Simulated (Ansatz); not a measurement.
Geometry optimisation, RKS PBE0-D4/def2-mTZVP in Ansatz 0.2.0.

Input file:

```yaml
crystal:
  periodic: [false, false, false]
  atoms:
    - { symbol: Ge, position_ang: [-0.443104, 0.217726, -0.295859] }
    - { symbol: F, position_ang: [-0.401336, -0.815796, 2.397135] }
    - { symbol: H, position_ang: [1.033293, 0.355371, 0.099816] }
    - { symbol: Cl, position_ang: [-0.716633, 1.499631, -2.038412] }
    - { symbol: Ge, position_ang: [-1.174666, -2.000931, -0.92658] }
    - { symbol: H, position_ang: [-1.373789, -2.884371, 0.316002] }
    - { symbol: H, position_ang: [-2.497221, -1.874234, -1.701384] }
    - { symbol: H, position_ang: [-0.105566, -2.622289, -1.841505] }
    - { symbol: H, position_ang: [-1.32799, 0.871568, 0.796277] }
    - { symbol: H, position_ang: [-0.901588, -0.036277, 2.36701] }
basis:
  gaussian: { orbitals: def2-mTZVP }
hamiltonian:
  xc: pbe0
  dispersion: d4
relax:
  f_tol: 0.03
  max_steps: 50
```

Launched with:

```bash
$ ansatz run input.yaml --threads 4 --pin off --max-ram 5120MiB --backend cpu --events-out ev --progress --plain --runs-dir out
```

Where does it end, and by what steps?

The run converged. The force dipped under the threshold on the way, but the program's further checks kept it going. After 18 steps the energy has fallen by 0.078 eV; H10 moved furthest, 0.86 Å.

| step | energy less start (eV) | largest force component (eV/Å) | accepted |
| --- | --- | --- | --- |
| 0 | 0.0000 | 0.234 | yes |
| 1 | -0.0344 | 0.159 | yes |
| 2 | -0.0252 | 1.366 | no |
| 3 | -0.0437 | 0.472 | yes |
| 4 | -0.0547 | 0.200 | yes |
| 5 | -0.0608 | 0.265 | yes |
| 6 | -0.0660 | 0.245 | yes |
| 7 | -0.0140 | 1.663 | no |
| 8 | -0.0715 | 0.073 | yes |
| 9 | -0.0745 | 0.060 | yes |
| 10 | -0.0419 | 1.510 | no |
| 11 | -0.0765 | 0.023 | yes |
| 12 | -0.0756 | 0.322 | no |
| 13 | -0.0769 | 0.092 | yes |
| 14 | -0.0772 | 0.073 | yes |
| 15 | -0.0775 | 0.009 | yes |
| 16 | -0.0776 | 0.057 | yes |
| 17 | -0.0775 | 0.158 | no |
| 18 | -0.0778 | 0.016 | yes |

```xyz
10
Properties=species:S:1:pos:R:3
Ge -0.518 0.296 -0.414
F -0.572 -0.888 2.397
H 0.895 0.432 0.172
Cl -0.450 1.377 -2.314
Ge -1.180 -1.964 -0.959
H -1.246 -2.836 0.304
H -2.561 -1.922 -1.631
H -0.156 -2.552 -1.941
H -1.532 1.073 0.443
H -0.589 -0.304 3.117
```

Whether the end is a true minimum wasn't checked by a vibrational analysis.

Time of the run: 30 s on 4 threads of Intel(R) Xeon(R) 6975P-C (Granite Rapids), on a shared host, peak memory 0.38 GiB.
